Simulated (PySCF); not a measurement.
RuF3, SMILES [F][Ru]([F])[F] (connectivity only; charge and spin as stated), neutral, multiplicity 4. Coordinates come from a PBE0-D3(BJ)/def2-TZVP optimisation. The multiplicity is an assumed one; other spin states were not compared. The def2 effective core potentials stand for the cores of Ru; spin–orbit coupling is left out.

Level of theory: PBE0-D3(BJ)/def2-TZVP (PySCF).

Harmonic wavenumbers (cm⁻¹): 138, 155, 196, 648, 680, 702. Rotational constants (GHz): 7.905, 4.017, 2.663; symmetry number 2.

Q: Work out the zero-point energy and the ideal-gas rigid-rotor harmonic-oscillator thermochemistry at 298.15 K and 1 atm.

A: ZPE = ½ Σ hcν = ½ × 2519 cm⁻¹ = 3.60 kcal/mol. H − E(el) = 7.37 kcal/mol. Entropy in cal/(mol K): translation 41.08, rotation 24.37, vibration 8.61, spin 2.75, total 76.82. G − E(el) = -15.53 kcal/mol. Cp = 16.23 cal/(mol K). Modes under 150 cm⁻¹ make the vibrational entropy uncertain.
